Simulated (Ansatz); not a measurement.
Mulliken charges of F₂GeH₄N₂, SMILES `[NH2][Ge]([NH2])([F])[F]` from PBE/def2-TZVPP in Ansatz (PBE0-D4/def2-TZVP geometry).

```csv
atom,x (Å),y (Å),z (Å),charge (e)
N1,-0.357,1.471,-0.433,-0.378
Ge2,0.131,-0.254,-0.371,0.787
N3,0.089,-0.890,1.306,-0.378
F4,-0.830,-1.356,-1.291,-0.332
F5,1.659,-0.315,-1.176,-0.332
H6,-1.289,1.676,-0.105,0.156
H7,-0.173,1.943,-1.306,0.160
H8,0.163,-1.892,1.392,0.160
H9,0.696,-0.428,1.967,0.156
```

Problem. By hand: the dipole of these point charges (1 e Å = 4.8032 D).

Solution. Σ q r = (-0.165, 0.338, 0.501) e Å, of length 0.626 e Å = 3.01 D.

Problem. How does the dipole of the full density compare? (Estimate.)

Solution. Computed: (-0.126, 0.260, 0.385) e Å, 2.31 D; the point charges give 1.30 times that, at 0° from its direction.

Point charges leave out the atoms' own dipoles, such as those of lone pairs, and Mulliken's split depends on the basis, so the two needn't agree.
